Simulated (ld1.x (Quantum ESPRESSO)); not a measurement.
What one change does to a pseudopotential (indium, PAW)

* Element: In
* Generator: ld1.x (Quantum ESPRESSO) 7.5
* Type: PAW
* Functional: PBE
* Relativity: scalar-relativistic
* Frozen core: [Kr]
* Valence charge: 13
* Reference configuration: 4d10 5s1 5p0 (charge +2)
* Partial waves: 5s (bound): rcut 1.85, rcutus 2.05 bohr; 5s channel at 0.75 Ry: rcut 1.85, rcutus 2.05 bohr; 5p (bound, empty): rcut 1.90, rcutus 2.35 bohr; 5p channel at -0.7 Ry: rcut 1.90, rcutus 2.35 bohr; 4d (bound): rcut 1.45, rcutus 1.75 bohr; 4d channel at -1.8 Ry: rcut 1.45, rcutus 1.75 bohr
* Local potential: all-electron potential smoothed inside 1.75 bohr (lloc = -1)
* Core correction: a·sin(br)/r model core, default radius (core density twice the valence density)
* Augmentation charge: PSQ, inside the norm-conserving radii

Change: all radii but the core radius scaled by about 1.38 (s 2.82, p 3.24, d 2.42 bohr, rcut 2.56/2.62/2.00); local potential all-electron potential smoothed inside 2.42 bohr (lloc = -1).

Cutoffs: the cutoffs (Ry, on a coarse ladder) from which the occupation-weighted sum of valence levels, in a spherical-Bessel basis at the reference potential, stays within 10 and 1 mRy of its value at 400 Ry; they do not see the model core or the augmentation charge, which bear on the density cutoff. Errors are all-electron minus pseudo energies relative to the spin-unpolarised reference configuration.

Q: Predict the effect on cutoff, ghosts and configuration errors.

A: The potential gets softer (40 Ry and 70 Ry → 18 Ry and 30 Ry); the number of tests that count goes from 7 to 6; of the 6 tests that both files solve, the error grows in 6 and shrinks in 0 by more than 15 % and 0.3 meV (median size 3.3 → 9.0 meV); neither file shows a bound ghost at the reference potential, the only one tested. A larger radius leaves more room for a smooth pseudo-wave, so fewer plane waves are needed. More of the atom is replaced by a form fitted at one configuration, so other configurations suffer.

```tsv
quantity	base	changed
cutoff, loose	40 Ry	18 Ry
cutoff, tight	70 Ry	30 Ry
loose cutoff by channel (10 mRy a level)	s 8 Ry, d 30 Ry	s 6 Ry, d 15 Ry
bound ghosts	none	none
tests counted (converged, no solver errors)	7 of 7	6 of 7
error for 4d10 5s2 5p1, meV [ΔE -24.60 eV]	+3.6	+13
error for 4d10 5s2 5p0, meV [ΔE -19.23 eV]	+2.3	+7.4
error for 4d10 5s1 5p1, meV [ΔE -12.64 eV]	+2.5	+3.7
error for 4d10 5s2 5p1.3, meV [ΔE -25.13 eV]	+3.7	+13
error for 4d10 5s1 5p2, meV [ΔE -18.76 eV]	+3.7	+6.2
error for 4d10 5s2 5p0.5, meV [ΔE -22.66 eV]	+3.0	+11
lowest overlap eigenvalue by channel	s 0.48, p 0.50, d 0.96	s 0.51, p 0.57, d 0.07
```

Changed file: Tests not counted: 4d10 5s0 5p0 (solver errors, printed error -1045 eV).
